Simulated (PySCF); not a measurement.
Cd(Et) (C₂H₅Cd), SMILES C[CH2][Cd+], charge +1.

Geometry optimised at B3LYP-D3(BJ)/def2-TZVP. The spin state was assumed, not searched. The isomer is the one that the SMILES or the coordinates give; other isomers of the formula were not compared. The def2 effective core potentials stand for the cores of Cd; spin–orbit coupling is left out.

Method: HF/def2-TZVPD (PySCF).

Symmetry labels are those of the subgroup Cs that the program uses (full group Cs).

**Question.** List the valence orbital energies around the gap with their symmetry. (The exact figures need the calculation; the answer reports its results.)

**Answer.** 
```json
[
 {"orbital": "HOMO−7", "symmetry": "A\"", "energy (eV)": "-26.41"},
 {"orbital": "HOMO−6", "symmetry": "A'", "energy (eV)": "-26.41"},
 {"orbital": "HOMO−5", "symmetry": "A'", "energy (eV)": "-26.14"},
 {"orbital": "HOMO−4", "symmetry": "A\"", "energy (eV)": "-22.02"},
 {"orbital": "HOMO−3", "symmetry": "A'", "energy (eV)": "-20.02"},
 {"orbital": "HOMO−2", "symmetry": "A'", "energy (eV)": "-19.84"},
 {"orbital": "HOMO−1", "symmetry": "A\"", "energy (eV)": "-18.68"},
 {"orbital": "HOMO", "symmetry": "A'", "energy (eV)": "-14.12"},
 {"orbital": "LUMO", "symmetry": "A'", "energy (eV)": "-5.48"},
 {"orbital": "LUMO+1", "symmetry": "A'", "energy (eV)": "-3.08"},
 {"orbital": "LUMO+2", "symmetry": "A\"", "energy (eV)": "-3.07"},
 {"orbital": "LUMO+3", "symmetry": "A'", "energy (eV)": "-1.49"}
]
```
